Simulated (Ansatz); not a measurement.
Born–Oppenheimer molecular dynamics of BH7N2O (11 atoms, charge 0, multiplicity 1). It starts at the highest image of a converged band, a first-order saddle point between two minima.

Level of theory: Ansatz, RKS r2SCAN-D4/def2-SVP.

* ensemble: NVE (velocity Verlet)
* time step: 0.5 fs
* steps asked: 200
* starting velocities drawn for: 100 K
* seed: 2174

First frame:

```xyz
11
Properties=species:S:1:pos:R:3
B 0.045 0.291 0.182
N 0.036 0.013 1.726
H -0.698 -0.576 2.113
H 0.944 -0.240 2.115
N 1.404 0.150 -0.386
H 1.668 -0.827 -0.506
H 1.481 0.578 -1.308
H -0.975 -0.134 -0.366
O -0.201 1.891 0.450
H -1.120 2.105 0.239
H -0.180 1.349 1.489
```

**Question.** How far do the bonds stretch over the last three quarters of this one trajectory? (Pairs bonded in most of those frames.)

**Answer.** 
| bond | mean (Å) | spread (Å) | shortest | longest |
| --- | --- | --- | --- | --- |
| B1–N5 | 1.455 | 0.037 | 1.38 | 1.52 |
| B1–H8 | 1.227 | 0.017 | 1.19 | 1.26 |
| B1–O9 | 1.395 | 0.034 | 1.33 | 1.47 |
| N2–H3 | 1.023 | 0.019 | 0.98 | 1.06 |
| N2–H4 | 1.025 | 0.022 | 0.98 | 1.08 |
| N2–H11 | 1.024 | 0.029 | 0.97 | 1.08 |
| N5–H6 | 1.017 | 0.003 | 1.01 | 1.02 |
| N5–H7 | 1.020 | 0.002 | 1.02 | 1.02 |
| O9–H10 | 0.965 | 0.013 | 0.94 | 0.99 |

Mean temperature of the second half: 561 K. The conserved energy stayed within 0.13 meV per atom of its start (net change -0.00064 meV per atom), so the integration is sound. The kinetic energy rose, since the run started high on the potential surface and went downhill. It ends in pieces (BH4NO + H3N), so much of that is their flight and rotation, not heat. A run of 0.1 ps of so small a system gives no equilibrium averages. The orbitals stay closed-shell, which can raise the energy where a bond breaks towards radicals; this wasn't checked here.

Run time: 8.4 min on 2 threads of Arm Neoverse V1, on a shared host, peak memory 0.13 GiB.
